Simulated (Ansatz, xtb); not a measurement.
# Two isomers of C5H5FOS

Structure X: `FCOc1cccs1`, a singlet. Structure Y: `Oc1cc(CF)cs1`, a singlet. Both are isolated molecules in the gas phase, relaxed with B3LYP-D3(BJ)/def2-SVP; the shapes shown needn't be the lowest conformers.

X (Å):

```xyz
13

C     1.8780    1.1422   -0.6578
C     0.2365    0.1042    0.6479
C    -0.7499    1.0593    0.6553
C    -2.0053    0.5154    1.0767
C    -1.9433   -0.8174    1.3836
F     1.8293    2.4167   -0.1512
O     1.5486    0.2031    0.3073
S    -0.3457   -1.4614    1.1498
H     1.1750    1.0917   -1.5089
H     2.9131    0.9274   -0.9620
H    -0.5716    2.1027    0.4016
H    -2.9185    1.1060    1.1621
H    -2.7380   -1.4658    1.7476
```

Y (Å):

```tsv
atom	x (Å)	y (Å)	z (Å)
C	-1.6851	1.8261	2.2421
C	-2.1588	0.5945	1.8720
C	-1.1662	-0.1821	1.1852
C	-1.4170	-1.5680	0.6695
C	0.0310	0.4648	1.0466
F	-0.2957	-2.0786	0.0506
O	-2.3890	2.7699	2.9013
S	-0.0168	2.0554	1.7567
H	-1.8513	3.5586	3.0478
H	-3.1766	0.2683	2.0869
H	-1.6985	-2.2442	1.4977
H	-2.2487	-1.5654	-0.0591
H	0.9358	0.0985	0.5689
```

Task: Estimate which is lower in electronic energy at CCSD(T)/def2-SVP + ΔMP2/def2-TZVPP, and by roughly how much.

Result: The CCSD(T)/def2-SVP + ΔMP2/def2-TZVPP calculation puts structure Y lower, by 11.5 kJ/mol.

How the difference moves with the method:

| level | geometry | E(Y) − E(X) (kJ/mol) | departure from the last row (kJ/mol) | job, with rough time for the two |
| --- | --- | --- | --- | --- |
| GFN2-xTB | GFN2-xTB | −8.1 | +3.4 | optimisation, 0.16 s |
| HF/STO-3G | GFN2-xTB | +25.4 | +36.9 | single point, 0.4 s |
| r2SCAN-D4/def2-SVP | GFN2-xTB | −10.2 | +1.3 | single point, 3.9 s |
| B3LYP-D3(BJ)/def2-SVP | B3LYP-D3(BJ)/def2-SVP | −5.2 | +6.3 | optimisation, 38 s |
| HF/def2-SVP | B3LYP-D3(BJ)/def2-SVP | −4.8 | +6.7 | part of the CCSD(T) run |
| MP2/def2-SVP | B3LYP-D3(BJ)/def2-SVP | −9.5 | +2.0 | part of the CCSD(T) run |
| CCSD(T)/def2-SVP | B3LYP-D3(BJ)/def2-SVP | −6.7 | +4.8 | single point |
| CCSD(T)/def2-SVP + ΔMP2/def2-TZVPP | B3LYP-D3(BJ)/def2-SVP | −11.5 |  | single point, 83 s |

As drawn, Y has 1 C–C, 1 O–H in place of 1 C–O, 1 C–H.

HF/STO-3G puts the two in the other order. The largest departure from CCSD(T)/def2-SVP + ΔMP2/def2-TZVPP is that of HF/STO-3G, 36.9 kJ/mol. The last row adds to CCSD(T) the change of the MP2 difference between the two basis sets, here −4.8 kJ/mol.

With thermal terms from frequencies at re-optimised GFN2-xTB minima (ideal gas, soft modes damped towards free rotors, one conformer each, 298.15 K, 1 atm): on the last row, ΔE + ΔZPE = −13.4, ΔH = −12.2, ΔG = −13.8 kJ/mol.

The correlated steps freeze 12 core orbitals. Run with Ansatz 0.2.0, xtb 6.7.1; the last row on 4 threads of Arm Neoverse V1 on a shared host.
